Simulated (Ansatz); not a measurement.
Start from `[OH][GeH2][Br]` and change one atom or group to get `[OH][GeH2][SiH3]`.

Ansatz, PBE0-D4/def2-TZVP geometries, multiplicity 1. Each molecule was computed in one conformer, which needn't be the lowest.

Scalar relativity is left out up to krypton.

```
                                          property  `[OH][GeH2][Br]`
                 LUMO energy (PBE/def2-TZVPP) / eV             -1.31
size of the dipole moment (ωB97M-V/def2-TZVPP) / D              1.58
              HOMO–LUMO gap (PBE0/def2-TZVPP) / eV              7.98
             HOMO–LUMO gap (B3LYP/def2-TZVPP) / eV              7.41
    size of the dipole moment (PBE/def2-TZVPP) / D              1.48
               LUMO energy (B3LYP/def2-TZVPP) / eV             -0.69
```

**Question.** What does the change do to each property? (An estimate is asked.)

**Answer.** The calculation gave: 
```csv
property,`[OH][GeH2][SiH3]`,shift
LUMO energy (PBE/def2-TZVPP) / eV,-1.24,0.07
size of the dipole moment (ωB97M-V/def2-TZVPP) / D,1.49,-0.09
HOMO–LUMO gap (PBE0/def2-TZVPP) / eV,7.40,-0.58
HOMO–LUMO gap (B3LYP/def2-TZVPP) / eV,6.95,-0.46
size of the dipole moment (PBE/def2-TZVPP) / D,1.33,-0.15
LUMO energy (B3LYP/def2-TZVPP) / eV,-0.62,0.07
```

The zero-point energy changes by 61.2 kJ/mol with +9 modes. Dipoles are sizes alone; their direction can turn.

B3LYP here is the variant with VWN-RPA as its local correlation; programs differ in this.

Spin–orbit coupling is left out; it splits and shifts lone-pair levels of the heavy atoms by tenths of an eV.
